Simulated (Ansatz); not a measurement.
PBE exchange is replaced step by step with exact exchange (0 % is PBE, 25 % PBE0; no dispersion term), basis def2-TZVP, Ansatz. System: InCl2F. Charge 0, multiplicity 1. Geometry: r2SCAN-D4/def2-SVP.

Geometry of the singlet:

```xyz
4

In   -0.001    0.018    0.064
Cl    2.052   -0.220   -0.988
Cl   -2.024   -0.335   -1.013
F    -0.027    0.537    1.936
```

In the def2 sets In takes a core potential; there is no spin–orbit coupling.

```tsv
exact exchange (%)	HOMO (eV)	LUMO (eV)	gap (eV)
0	-8.16	-4.13	4.03
5	-8.45	-3.96	4.49
10	-8.74	-3.79	4.95
15	-9.03	-3.61	5.42
35	-10.19	-2.89	7.29
50	-11.06	-2.34	8.72
```

(1) Fit a straight line to the column «gap (eV)» against the share of exact exchange and predict its value at 25 %.

Results:

(1) With x = exact exchange (%) and y = gap (eV): mean x = 19.17, mean y = 5.817; Σ(x − x̄)(y − ȳ) = 175.5, Σ(x − x̄)² = 1871; slope b = 0.0938, intercept a = ȳ − b·x̄ = 4.019. The residuals of the fitted rows reach 0.01. At x = 25 the line gives 4.019 + (0.0938 × 25) = 6.36; the run gave 6.35, 0.01 less than the line.
